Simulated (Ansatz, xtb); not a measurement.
**Two isomers of C3H2F4O**

We compare a, `F[C@@H]1O[C@H]1C(F)(F)F`, a singlet, with b, `FC(F)(F)[C@@]1(F)CO1`, a singlet. Both are isolated molecules in the gas phase, relaxed with PBE0-D3(BJ)/def2-SVP.

a (Å):

```yaml
atoms:
  - { symbol: C, position_ang: [-2.5795, 0.4105, 0.6796] }
  - { symbol: C, position_ang: [-1.3881, 1.0123, 1.2652] }
  - { symbol: C, position_ang: [-0.0189, 0.7961, 0.6775] }
  - { symbol: F, position_ang: [-3.7561, 1.0229, 0.8475] }
  - { symbol: F, position_ang: [0.3317, 1.8601, -0.0456] }
  - { symbol: F, position_ang: [0.8932, 0.6272, 1.6312] }
  - { symbol: F, position_ang: [0.0098, -0.2754, -0.1137] }
  - { symbol: O, position_ang: [-2.0184, -0.1357, 1.8088] }
  - { symbol: H, position_ang: [-2.5601, -0.1953, -0.2344] }
  - { symbol: H, position_ang: [-1.4895, 1.9387, 1.8443] }
```

b (Å):

| atom | x (Å) | y (Å) | z (Å) |
| --- | --- | --- | --- |
| C | -1.6609 | 0.2255 | 1.9143 |
| C | -0.7746 | 0.5540 | 0.7260 |
| C | -1.1933 | 1.4086 | -0.3722 |
| F | -2.5644 | 1.1848 | 2.0918 |
| F | -2.2998 | -0.9226 | 1.7105 |
| F | -0.9396 | 0.1139 | 3.0223 |
| F | 0.1043 | -0.4360 | 0.5164 |
| O | -0.2880 | 1.8253 | 0.6586 |
| H | -2.1739 | 1.8963 | -0.3635 |
| H | -0.7318 | 1.2302 | -1.3495 |

Question: Which of the two would you expect CCSD(T)/def2-SVP + ΔMP2/def2-TZVPP electronic energies to favour?

Answer: Structure a; the calculation gives E(b) − E(a) = +1.76 kcal/mol.

How the difference moves with the method:

```tsv
level	geometry	E(b) − E(a) (kcal/mol)	departure from the last row (kcal/mol)	job, with rough time for the two
GFN2-xTB	GFN2-xTB	+3.78	+2.03	optimisation, 0.86 s
HF/STO-3G	GFN2-xTB	+1.54	−0.22	single point, 3.2 s
r2SCAN-D4/def2-SVP	GFN2-xTB	+1.42	−0.34	single point, 13 s
PBE0-D3(BJ)/def2-SVP	PBE0-D3(BJ)/def2-SVP	+1.84	+0.08	optimisation, 2.5 min
HF/def2-SVP	PBE0-D3(BJ)/def2-SVP	+2.16	+0.41	part of the CCSD(T) run
MP2/def2-SVP	PBE0-D3(BJ)/def2-SVP	+1.56	−0.19	part of the CCSD(T) run
CCSD(T)/def2-SVP	PBE0-D3(BJ)/def2-SVP	+1.42	−0.34	single point
CCSD(T)/def2-SVP + ΔMP2/def2-TZVPP	PBE0-D3(BJ)/def2-SVP	+1.76		single point, 3.5 min
```

As drawn, both hold the same kinds of bond in the same numbers.

The levels shown agree on the order. The largest departure from CCSD(T)/def2-SVP + ΔMP2/def2-TZVPP is that of GFN2-xTB, 2.03 kcal/mol. The last row adds to CCSD(T) the change of the MP2 difference between the two basis sets, here +0.34 kcal/mol.

With thermal terms from frequencies at re-optimised GFN2-xTB minima (ideal gas, soft modes damped towards free rotors, one conformer each, 298.15 K, 1 atm): the zero-point term adds −0.11 kcal/mol; ΔH is +1.67 and ΔG +1.84 kcal/mol.

The correlated steps freeze 8 core orbitals. Codes used: Ansatz 0.2.0, xtb 6.7.1; the last row on 2 threads of Intel(R) Xeon(R) Processor @ 2.50GHz (Skylake/Cascade Lake) on a shared host.
